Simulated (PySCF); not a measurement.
PySCF 2.14 output of an unrestricted B3LYP calculation on a single atom or ion in ANO-RCC-VTZP, with the spin-free X2C one-electron Hamiltonian (Gaussian nucleus):

```
SCF conv_tol = 1e-09
number electrons alpha = 36  beta = 30
    P. J. Stephens, F. J. Devlin, C. F. Chabalowski, and M. J. Frisch.,  J. Phys. Chem. 98, 11623 (1994)
cycle= 1 E= -12156.5293634876  delta_E= -0.00881  |g|= 0.482  |ddm|= 0.286
cycle= 2 E= -12156.4357548397  delta_E= 0.0936  |g|= 1.07  |ddm|= 0.319
cycle= 3 E= -12156.5539848319  delta_E= -0.118  |g|= 0.0129  |ddm|= 0.214
cycle= 4 E= -12156.5540212754  delta_E= -3.64e-05  |g|= 0.00673  |ddm|= 0.00856
cycle= 5 E= -12156.5540305687  delta_E= -9.29e-06  |g|= 0.000814  |ddm|= 0.00413
cycle= 6 E= -12156.5540340142  delta_E= -3.45e-06  |g|= 0.00048  |ddm|= 0.00552
cycle= 7 E= -12156.5540361616  delta_E= -2.15e-06  |g|= 0.00012  |ddm|= 0.00763
cycle= 8 E= -12156.5540362357  delta_E= -7.4e-08  |g|= 3.28e-05  |ddm|= 0.00149
cycle= 9 E= -12156.5540362386  delta_E= -2.97e-09  |g|= 1.04e-05  |ddm|= 0.00022
cycle= 10 E= -12156.5540362391  delta_E= -4.55e-10  |g|= 2.05e-06  |ddm|= 0.000104
converged SCF energy = -12156.5540362391  <S^2> = 12.003733  2S+1 = 7.0010665
```

The run itself started from symmetry-adapted Hartree-Fock orbitals and held the occupation by maximum overlap, on a logarithmic radial grid, so the iterations belong to that start.

Question: Which element, charge and spin multiplicity is this?

Answer: Dy (dysprosium, neutral), multiplicity 7; the state was [Xe] 4f10 5d1 6s1, one real determinant (an excited configuration).

⟨L²⟩ = 40.02 against 72 for a pure L term, so this real determinant mixes terms. Spin-orbit coupling, absent here, splits the open shell strongly.
